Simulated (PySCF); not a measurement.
Species: MoF4 (triplet state).
Bonds: Mo1–F2, Mo1–F3, Mo1–F4, Mo1–F5.

The calculation used PBE0-D3(BJ)/def2-SVP geometry optimisation, gas phase, def2 core potentials past Kr (PySCF 2.14.0).

**Question.** How far are the bound atoms from Mo1?

**Answer.** 4 atoms: F2 1.845 Å, F4 1.846 Å, F5 1.846 Å, F3 1.846 Å.

**Question.** List the angles at Mo1.

**Answer.** 
| angle | degrees | distance of the outer atoms (Å) |
| --- | --- | --- |
| F4–Mo1–F5 | 110.2 | 3.03 |
| F3–Mo1–F5 | 109.7 | 3.02 |
| F2–Mo1–F4 | 109.7 | 3.02 |
| F2–Mo1–F5 | 109.6 | 3.02 |
| F2–Mo1–F3 | 109.0 | 3.01 |
| F3–Mo1–F4 | 108.7 | 3.00 |

**Question.** What is the shape at Mo1?

**Answer.** Tetrahedral: angles from 108.7° to 110.2°; τ4 = (360° − α − β)/141° = 0.99 with α and β the two widest (0 for a square, 1 for a tetrahedron).

Charge 0, triplet. ⟨S²⟩ = 2.005 (exact for a triplet: 2.00). Not checked by PBE0-D3(BJ)/def2-SVP frequencies.
